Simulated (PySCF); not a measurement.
**State search for SrH**

Unrestricted PBE0; Sr def2-TZVP with ECP28, H def2-TZVP; scalar-relativistic core potentials (PySCF 2.14). Outer shells of the fragments: Sr 5s2; H 1s1.

Followed along the bond (rough minima from three points):

```json
{"2Ms+1": "2", "unpaired": "σ ↑", "⟨S²⟩ at the start": "0.75", "R at minimum (Å)": "2.14", "Te (eV)": "0.00"}
{"2Ms+1": "2", "unpaired": "π ↑", "⟨S²⟩ at the start": "0.75", "R at minimum (Å)": "2.12", "Te (eV)": "1.46"}
{"2Ms+1": "4", "unpaired": "σ ↑↑, π ↑", "⟨S²⟩ at the start": "3.75", "R at minimum (Å)": "none in the scan", "Te (eV)": "≤ 3.65"}
```

Solutions found at the starting distance of 2.030 Å, counted from the lowest of them; the search is not exhaustive and high or unbound solutions are not listed, so other states can lie among these:

| 2Ms+1 | unpaired | term | E (eV) | ⟨S²⟩ | ⟨Lz²⟩ | μ (D) |
| --- | --- | --- | --- | --- | --- | --- |
| 2 | σ ↑ | ²Σ⁺ | 0.00 | 0.75 | 0.00 | -2.73 |
| 2 | π ↑ | ²Π | 1.45 | 0.75 | 1.00 | -1.40 |
| 2 | δ ↑ | ²Δ | 1.83 | 0.75 | 4.00 | -5.84 |
| 4 | σ ↑↑, π ↑ | ⁴Π | 3.99 | 3.75 | 1.00 | -1.78 |
| 4 | σ ↑↑↑ | ⁴Σ⁺ | 4.33 | 3.75 | 0.00 | 4.62 |
| 4 | σ ↑↑, δ ↑ | ⁴Δ | 4.41 | 3.75 | 4.00 | 1.87 |

A term symbol is given only where ⟨S²⟩ and ⟨Lz²⟩ are close to those of a pure state; real π, δ and φ orbitals otherwise mix terms. A positive dipole means Sr(−)H(+).

Spin–orbit coupling is left out. Counting both spins, an empty level lies below a filled one in some of these solutions, because spin and occupation are held.
